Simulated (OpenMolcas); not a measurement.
Mn3+ (d4) in a complex was computed by SS-CASPT2, IPEA 0.25 Eh, imaginary shift 0.1 Eh with the d shell active (OpenMolcas, ANO-RCC-VDZP on the metal). Its lowest spin-free states, and all those of the highest spin:

```json
{"2S+1": "5", "Degeneracy": "1", "E (cm-1)": "0"}
{"2S+1": "5", "Degeneracy": "2", "E (cm-1)": "7530"}
{"2S+1": "3", "Degeneracy": "2", "E (cm-1)": "13930"}
{"2S+1": "3", "Degeneracy": "2", "E (cm-1)": "14730"}
{"2S+1": "3", "Degeneracy": "2", "E (cm-1)": "17170"}
{"2S+1": "3", "Degeneracy": "2", "E (cm-1)": "18380"}
{"2S+1": "3", "Degeneracy": "2", "E (cm-1)": "19680"}
{"2S+1": "3", "Degeneracy": "1", "E (cm-1)": "19790"}
{"2S+1": "1", "Degeneracy": "1", "E (cm-1)": "21870"}
{"2S+1": "3", "Degeneracy": "1", "E (cm-1)": "22290"}
{"2S+1": "5", "Degeneracy": "2", "E (cm-1)": "22670"}
{"2S+1": "3", "Degeneracy": "2", "E (cm-1)": "22680"}
```

Question: Is the site octahedral, tetrahedral or cube-like, axial, or of lower symmetry?

Answer: The states with 2S+1 = 5 have orbital degeneracies 1, 2, 2. There are pairs but no triples, so the site is axial: not cubic, but with a proper or improper axis of order three or more. The run had Mn3+ with 2 ligands (fluoride) in linear coordination (D∞h) at 1.7 Å. Ligand basis ANO-RCC-VDZP.

Roots that are degenerate in the reference are averaged as groups; the widest CASPT2 spread within a group is 75 cm-1 (the 2-fold group of multiplicity 1 near 29900 cm-1 above the lowest state of its run). Shifts and gaps below about the spread of the groups concerned are not significant. Over all roots computed the reference weight is 0.78 to 0.84; the roots of lowest weight are the least certain, and an intruder state may touch them. This shell can be high or low spin here, a state of another spin lies low, and with metal d orbitals alone active their balance is uncertain, so the ground spin may be wrong. The least metal-like active orbital is 80 % on the metal (Löwdin) and no ligand orbital is active, so the numbers are rough. Ligand-to-metal charge-transfer states are missing. With no ligand orbital active B as a rule stays too high, so bands that hang on it stand too high and its fall with covalency is understated. No measured value stands beside these numbers; the geometry is a model, was not optimised and need not be the one that this ion takes.
